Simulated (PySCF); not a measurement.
# Radiative rates from a computed spectrum

Compound: Si(vinyl)3(nBu), C₁₀H₁₈Si.
InChI=1S/C10H18Si/c1-5-9-10-11(6-2,7-3)8-4/h6-8H,2-5,9-10H2,1H3

Theory: TDDFT B3LYP/def2-SVPD, vertical, gas phase, core orbitals frozen in the response in PySCF. The structure is a single PBE0-D3(BJ)/def2-SVP conformer in the gas phase; no vibrational or solvent corrections.

Computed singlets with f of 0.002 or more:

```
state  E (eV)       f
   S1    5.97   0.011
   S2    5.99  0.0062
   S3    6.04   0.041
   S5    6.18  0.0079
   S6    6.19  0.0054
   S7    6.58   0.108
   S8    6.60   0.126
   S9    6.62  0.0038
  S10    6.63   0.026
```

Give A, τ, |μ| and ∫σ dE for each state.

A / s⁻¹ = 0.6670 f (ν̃ / cm⁻¹)² and τ = 1/A in vacuum; |μ| follows from f = (2/3) ΔE |μ|² (atomic units, 1 au = 2.5417 D); ∫σ dE = 109.76 f Mb·eV.

| state | A (s⁻¹) | τ | \|μ\| (D) | ∫σ dE (Mb·eV) |
| --- | --- | --- | --- | --- |
| S1 | 1.7×10⁷ | 60 ns | 0.69 | 1.2 |
| S2 | 9.6×10⁶ | 100 ns | 0.52 | 0.68 |
| S3 | 6.5×10⁷ | 15 ns | 1.34 | 4.5 |
| S5 | 1.3×10⁷ | 76 ns | 0.58 | 0.87 |
| S6 | 9.0×10⁶ | 110 ns | 0.48 | 0.6 |
| S7 | 2.0×10⁸ | 4.9 ns | 2.08 | 12 |
| S8 | 2.4×10⁸ | 4.2 ns | 2.24 | 14 |
| S9 | 7.2×10⁶ | 140 ns | 0.39 | 0.42 |
| S10 | 5.0×10⁷ | 20 ns | 1.02 | 2.9 |

Leading configurations: S1 H→L (37%); S2 H→L+2 (70%); S3 H→L (38%); S5 H-2→L (36%); S6 H-1→L+1 (32%); S7 H-1→L (21%); S8 H-2→L+1 (20%); S9 H-4→L (43%); S10 H-4→L+1 (24%) (H = HOMO, L = LUMO).

Only emission to the ground state at the vertical energy is counted.

Suppose S1 emitted 0.3 eV lower with the same transition dipole. How would A change?

At fixed |μ|, A goes as the cube of the energy: (5.67/5.97)³ = 0.86, which makes τ about 70 ns.

Which computed singlets stay under f = 0.002?

S4 (6.11 eV, f 0.0008).

How much energy does a mole of photons resonant with S8 carry?

6.605 eV × 96.485 = 637 kJ/mol (152 kcal/mol).
